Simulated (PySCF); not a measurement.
From one molecule to another.

First species: C3H12AlNO.
Numbering: `[CH3:1][NH:2][AlH2-:3][O+:4]([CH3:5])[CH3:6]` (hydrogens: H7, H8, H9 on C1; H10 on N2; H11, H12 on Al3; H13, H14, H15 on C5; H16, H17, H18 on C6)

Second species: C₅H₁₀O₂.
Geometry (PBE0-D3(BJ)/def2-SVP, Å), atoms numbered from 1 in this order:
```xyz
17
C5H10O2 angstrom
C     -0.5040    1.3046   -0.7346
C     -0.4069   -0.0683   -0.0781
C     -0.9334   -1.1553   -1.0245
C     -1.2005   -0.0940    1.2346
C      1.0548   -0.3626    0.2281
O      1.9860    0.3551   -0.0279
O      1.2200   -1.5481    0.8361
H     -0.1070    2.0888   -0.0744
H      0.0723    1.3391   -1.6699
H     -1.5552    1.5380   -0.9619
H     -0.3754   -1.1613   -1.9736
H     -1.9924   -0.9637   -1.2566
H     -0.8534   -2.1527   -0.5698
H     -1.1332   -1.0765    1.7224
H     -2.2608    0.1210    1.0308
H     -0.8310    0.6674    1.9388
H      2.1730   -1.6453    0.9835
```

Levels: CAM-B3LYP/def2-SVPD for dipole moment, HOMO energy, LUMO energy, HOMO–LUMO gap, static isotropic polarisability and electronic spatial extent ⟨r²⟩ about the centre of nuclear charge; TDDFT CAM-B3LYP/def2-SVPD for lowest singlet excitation; TDA CAM-B3LYP/def2-SVPD for lowest triplet excitation (Tamm–Dancoff); ΔSCF CAM-B3LYP/def2-SVPD for vertical ionisation energy; PBE0-D3(BJ)/def2-SVP for rotational constant A and rotational constant C. Geometries: PBE0-D3(BJ)/def2-SVP. Each species is one conformer at its optimised geometry, gas phase, non-relativistic unless stated. Electronic properties by PySCF.

Dipoles, sizes and rotational constants follow the conformer. The torsions of the flexible species, by atom-mapped SMILES:
- `[CH3:1][NH:2][AlH2-:3][O+:4]([CH3:5])[CH3:6]`: C1–N2–Al3–O4 89°, N2–Al3–O4–C5 -66°
- `[CH3:1][C:2]([CH3:3])([CH3:4])[C:5](=[O:6])[OH:7]`: C1–C2–C5–O6 -1°, H–O7–C5–C2 180°

Values for the first species:

```
Dipole moment                                                     : 4.65 D
HOMO energy                                                       : -7.32 eV
LUMO energy                                                       : 0.87 eV
HOMO–LUMO gap                                                     : 8.19 eV
Lowest singlet excitation                                         : 5.41 eV
Lowest triplet excitation (Tamm–Dancoff)                          : 5.22 eV
Static isotropic polarisability                                   : 81.5 au
Vertical ionisation energy                                        : 8.09 eV
Electronic spatial extent ⟨r²⟩ about the centre of nuclear charge : 960 bohr²
Rotational constant A                                             : 3.852 GHz
Rotational constant C                                             : 1.465 GHz
```

Problem. Estimate the same properties for the second species, and the change in each.

Solution. 
```csv
property,first,second,second less first
dipole moment,4.65 D,1.80 D,-2.85 D
HOMO energy,-7.32 eV,-9.51 eV,-2.19 eV
LUMO energy,0.87 eV,0.96 eV,+0.09 eV
HOMO–LUMO gap,8.19 eV,10.47 eV,+2.28 eV
lowest singlet excitation,5.41 eV,5.86 eV,+0.45 eV
lowest triplet excitation (Tamm–Dancoff),5.22 eV,5.34 eV,+0.12 eV
static isotropic polarisability,81.5 au,68.1 au,-13.4 au
vertical ionisation energy,8.09 eV,10.39 eV,+2.30 eV
electronic spatial extent ⟨r²⟩ about the centre of nuclear charge,960 bohr²,755 bohr²,-205 bohr²
rotational constant A,3.852 GHz,3.336 GHz,-0.516 GHz
rotational constant C,1.465 GHz,2.004 GHz,+0.539 GHz
```

On the first: The polarisability is 12.08 Å³ as a volume (1 au = 0.148185 Å³), or 1.41 au for each of the 58 electrons. S1 lies 2.78 eV below the HOMO–LUMO gap; its leading configuration is HOMO→LUMO, weight 0.56.

On the second: In atomic units the dipole is 0.71 e·bohr (1 au = 2.5417 D). S1 lies 4.61 eV below the HOMO–LUMO gap; its leading configuration is HOMO→LUMO+1, weight 0.94.
